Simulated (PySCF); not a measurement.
C2H7ClOSi, SMILES CO[SiH](C)Cl.

Coordinates come from a B3LYP-D3(BJ)/def2-SVP optimisation. One conformer was computed; it need not be the lowest.

The numbers are results of PySCF with TDDFT-ωB97X/def2-SVPD, not measurements.

Vertical excitations. Gas-phase values at a fixed geometry.

| state | energy (eV) | λ (nm) | f | main pairs |
|---|---|---|---|---|
| S1 | 8.20 | 151 | 0.017 | HOMO→LUMO+2 39 %, HOMO→LUMO 25 %, HOMO→LUMO+3 17 % |
| S2 | 8.32 | 149 | 0.026 | HOMO→LUMO+1 49 %, HOMO→LUMO+2 10 %, HOMO−1→LUMO+2 9 % |
| S3 | 8.64 | 143 | 0.015 | HOMO−1→LUMO+2 36 %, HOMO−1→LUMO+3 18 %, HOMO−1→LUMO 15 % |
| S4 | 8.71 | 142 | 0.031 | HOMO−1→LUMO+1 32 %, HOMO−1→LUMO+2 15 %, HOMO→LUMO+1 13 %, HOMO−1→LUMO 8 % |
| S5 | 8.83 | 140 | 0.055 | HOMO−2→LUMO+1 35 %, HOMO−2→LUMO+2 28 %, HOMO−2→LUMO 9 %, HOMO−3→LUMO+2 5 % |
| S6 | 8.98 | 138 | 0.076 | HOMO→LUMO 30 %, HOMO→LUMO+3 13 %, HOMO−1→LUMO 12 %, HOMO−2→LUMO+2 9 % |
| S7 | 9.15 | 135 | 0.016 | HOMO−2→LUMO 16 %, HOMO−2→LUMO+2 12 %, HOMO−2→LUMO+3 9 %, HOMO−3→LUMO 9 % |
| S8 | 9.23 | 134 | 0.095 | HOMO−1→LUMO 24 %, HOMO→LUMO+3 23 %, HOMO−1→LUMO+3 8 %, HOMO→LUMO+4 7 % |
| S9 | 9.38 | 132 | 0.098 | HOMO→LUMO+2 15 %, HOMO−1→LUMO 11 %, HOMO−1→LUMO+3 10 %, HOMO→LUMO+3 10 % |
| S10 | 9.40 | 132 | 0.035 | HOMO−1→LUMO+1 15 %, HOMO−3→LUMO+2 15 %, HOMO−3→LUMO+1 13 %, HOMO−1→LUMO+3 7 % |
| T1 | 7.87 | 158 | 0 | HOMO→LUMO+2 48 %, HOMO→LUMO+3 8 % |
| T2 | 7.96 | 156 | 0 | HOMO→LUMO+1 34 %, HOMO→LUMO+3 23 %, HOMO→LUMO 11 %, HOMO−1→LUMO+2 6 % |
| T3 | 8.27 | 150 | 0 | HOMO−1→LUMO+1 26 %, HOMO−1→LUMO+3 11 %, HOMO−2→LUMO+1 7 %, HOMO−3→LUMO+2 7 % |
| T4 | 8.40 | 148 | 0 | HOMO−1→LUMO+2 41 %, HOMO→LUMO+1 17 %, HOMO−1→LUMO+3 11 % |
Triplets are in the Tamm–Dancoff approximation, which puts them higher than full response would, so one can lie above its singlet here.
